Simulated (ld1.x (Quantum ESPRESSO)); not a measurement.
## What one change does to a pseudopotential (hydrogen, TM)

ld1.x (Quantum ESPRESSO) 7.5 input, shortened:

```
&input
   title='H', zed=1., rel=1, dft='PBE', iswitch=3,
   config='1s1 2p-2'
 /
 &inputp
   pseudotype=2, tm=.true., lloc=0,
   nlcc=.false.
 /
2
2P  2  1  -2.00   0.10  0.75  0.75  0.0
1S  1  0   1.00   0.00  0.85  0.85  0.0
 &test
   configts(1)='1s1'
 /
```

Change: all radii scaled by about 0.82 (s 0.70, p 0.62 bohr).

Cutoffs: the cutoffs (Ry, on a coarse ladder) from which the occupation-weighted sum of valence levels, in a spherical-Bessel basis at the reference potential, stays within 10 and 1 mRy of its value at 400 Ry; they do not see the model core or the augmentation charge, which bear on the density cutoff. Errors are all-electron minus pseudo energies relative to the spin-unpolarised reference configuration.

Q: What does the change do?

A: The potential gets harder (30 Ry and 60 Ry → 35 Ry and 80 Ry); neither file shows a bound ghost. A smaller radius makes the pseudo-wave follow the all-electron one further in, where it bends more sharply, so more plane waves are needed.

| quantity | base | changed |
| --- | --- | --- |
| cutoff, loose | 30 Ry | 35 Ry |
| cutoff, tight | 60 Ry | 80 Ry |
| bound ghosts | none | none |
| error for 1s0.5, meV [ΔE 4.76 eV] | +0.2 | 0.0 |
